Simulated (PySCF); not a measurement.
F5Te, SMILES F[Te](F)(F)(F)F, multiplicity 2. Coordinates come from a PBE-D3(BJ)/def2-SVP optimisation. The isomer is the one that the SMILES or the coordinates give; other isomers of the formula were not compared. The def2 effective core potentials stand for the cores of Te; spin–orbit coupling is left out.

Computed with PBE-D3(BJ)/def2-SVP in PySCF.

Harmonic wavenumbers (cm⁻¹): 106, 171, 171, 195, 231, 242, 242, 560, 560, 585, 585, 660. Rotational constants (GHz): 2.405, 2.405, 1.731; symmetry number 4.

Question: Work out the zero-point energy and the ideal-gas rigid-rotor harmonic-oscillator thermochemistry at 298.15 K and 1 atm.

Answer: ZPE = ½ Σ hcν = ½ × 4308 cm⁻¹ = 6.16 kcal/mol. H − E(el) = 11.57 kcal/mol. Entropy in cal/(mol K): translation 42.10, rotation 25.11, vibration 18.18, spin 1.38, total 86.77. G − E(el) = -14.30 kcal/mol. Cp = 26.11 cal/(mol K). Modes under 150 cm⁻¹ make the vibrational entropy uncertain.
